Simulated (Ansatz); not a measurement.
Species: sum formula H$_{4}$BN$_{2}$O, net charge 0, doublet state. It need not be the lowest isomer of its formula. SMILES: NB(N)[O]
Coordinates optimised at B3LYP-D3(BJ)/def2-TZVP (Ansatz, a program for electronic structure):
```
B
O 1 1.3665
N 1 1.4282 2 118.51
H 3 1.0059 1 120.32 2 4.25
H 3 1.0064 4 113.31 1 154.03
N 1 1.4282 2 118.51 3 180.00
H 6 1.0059 1 120.32 2 4.25
H 6 1.0064 7 113.31 1 154.03
```
Charge 0, spin multiplicity 2.

Property: atomisation energy (electronic, to ground-state atoms), in kcal/mol. Valence correlation only, unless marked. Open shells are spin-unrestricted. No spin-orbit coupling. No relativistic terms. The coupled-cluster limit lacks core correlation, which all-electron functionals hold. CBS marks a two-point X^-3 extrapolation of the correlation energy; Hartree-Fock from the larger set.

```
level                                        program  atomisation energy (kcal/mol)  minus last row
------------------------------------  --------------  -----------------------------  --------------
HF/cc-pVDZ                                    Ansatz                          488.7          -234.8
PBE-D4/def2-TZVPD                     Ansatz + dftd4                          753.4            29.9
BLYP-D3(BJ)/def2-TZVPD                Ansatz + dftd3                          741.7            18.2
revPBE-D3(BJ)/def2-TZVPD              Ansatz + dftd3                          728.5             5.0
revPBE-D4/def2-TZVPD                  Ansatz + dftd4                          730.5             7.0
B3LYP/def2-TZVPD                              Ansatz                          730.9             7.4
BHLYP-D4/def2-TZVPD                   Ansatz + dftd4                          705.7           -17.8
HSE06-D3(BJ)/def2-TZVPD               Ansatz + dftd3                          730.8             7.3
HSE06-D4/def2-TZVPD                   Ansatz + dftd4                          731.1             7.6
CAM-B3LYP-D3(BJ)/def2-TZVPD           Ansatz + dftd3                          737.7            14.2
CAM-B3LYP-D4/def2-TZVPD               Ansatz + dftd4                          737.8            14.3
LC-wPBE-D3(BJ)/def2-TZVPD             Ansatz + dftd3                          730.8             7.3
B2GP-PLYP-D3(BJ)/def2-TZVPD           Ansatz + dftd3                          717.9            -5.6
MP2/aug-cc-pVDZ                               Ansatz                          679.3           -44.2
SCS-MP2/aug-cc-pVTZ                           Ansatz                          717.9            -5.6
SCS-MP2/aug-cc-pVQZ                           Ansatz                          731.6             8.1
SCS-MP2/cc-pVQZ                               Ansatz                          728.9             5.4
CCSD/6-31G*                                   Ansatz                          635.6           -87.9
CCSD/cc-pVDZ                                  Ansatz                          643.4           -80.1
CCSD/aug-cc-pVTZ                              Ansatz                          692.9           -30.6
CCSD(T)/CBS(aug-cc-pVTZ,aug-cc-pVQZ)          Ansatz                          723.5             0.0
```
